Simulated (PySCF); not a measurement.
## Structure from NMR data

Molecular formula: C5H8Cl2OSi. Simulated spectra:

1H NMR (300 MHz, computed): δ 6.97 (d, 1H), 3.30 (m, 1H), 3.23 (m, 1H), 2.65 (m, 1H), 2.42 (s, 3H), 2.38 (m, 1H).

13C{1H} NMR (computed): δ 214.2 (C), 84.3 (CH), 40.4 (CH), 34.7 (CH3), 32.5 (CH).

One computed conformer, averaged over atoms made equivalent by symmetry, fast rotation or ring inversion, no relativistic terms, no solvent. GFN2-xTB geometry; σ from GIAO-PBE0/pcSseg-1; PySCF 2.14.

References, each an isolated molecule treated in the same way: 1H (31.72 ppm) and 13C (186.93 ppm) against TMS.

What is the structure?

Answers


- The formula gives 2 degrees of unsaturation (1 ring in the answer).
- 5 carbon signals for 5 carbons: no two carbons are equivalent.
- Carbon types of the structure: 1 × C, 3 × CH, 1 × CH3, leaving 2 H on heteroatoms.
- δC 214.2: ketone carbonyl carbon; the double bond to the heteroatom, with no lone-pair donor beside it, deshields it most.
- δC 84.3: sp3 CH bonded to 2 Cl; 2 electronegative neighbours deshield it.
- δC 40.4, 32.5: three-membered-ring carbon.
- δC 34.7: methyl carbon α to a carbonyl; α to the electron-withdrawing carbonyl group.
- δH 6.97: hydrogen on an sp3 CH bonded to 2 Cl; its carbon carries Cl, hence the downfield position.
- δH 2.65, 2.38: hydrogen on a three-membered-ring carbon.
- δH 2.42: hydrogen on a methyl carbon α to a carbonyl; α to C=O.

These data were computed for `CC(=O)[C@@H]1[SiH2][C@@H]1C(Cl)Cl`.

This is the structure that produced the data.

Carbons that carry Cl, above all several Cl atoms, come out too deshielded, partly because spin–orbit coupling is missing. Shifts are as computed. Against solution values, carbons near 30 ppm lie about +3 ppm off and those near 130 ppm about +5 ppm; carbons on Cl a further +6 ppm. Of 1211 compounds with measured shifts, 218 miss one by over three times the rms of a fit or turn the order of signals round; such compounds aren't used in these exercises. No couplings were computed; multiplicities are counted from neighbouring protons, with m where these are inequivalent, close in shift, in a saturated or five-membered ring or joined by F or P, and br s for small geminal =CH2 splittings.
